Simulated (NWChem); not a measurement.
C$_{2}$H$_{5}$O, doublet; SMILES C[CH]O

```xyz
8

C     -0.2169    -1.2206    -0.0074
C      0.4929     0.0798    -0.1426
O     -0.2802     1.1777     0.1651
H      0.4050    -2.0347    -0.3947
H     -0.4710    -1.4622     1.0401
H     -1.1593    -1.2092    -0.5697
H      1.5566     0.1535     0.0908
H      0.2652     1.9749     0.0900
```
Atoms are numbered in this order, from 1.

Results from NWChem. Spin-unrestricted. All runs use the structure optimised with B3LYP/6-31G* (spherical d), spin-unrestricted. No stability test was run on the SCF state. Level: M06-2X/def2-SVP with SMD (1 M gas to 1 M solution), gas-phase geometry. Reactions with the solvent are ignored.

For solvent 1,4-dioxane:

* **solvation free energy (kcal/mol)**: -2.0
* **dipole in solution (D)**: 1.50

### Question
What are these values for solvent N,N-dimethylformamide?

### Answer
* **solvation free energy (kcal/mol)**: -3.4
* **dipole in solution (D)**: 1.62
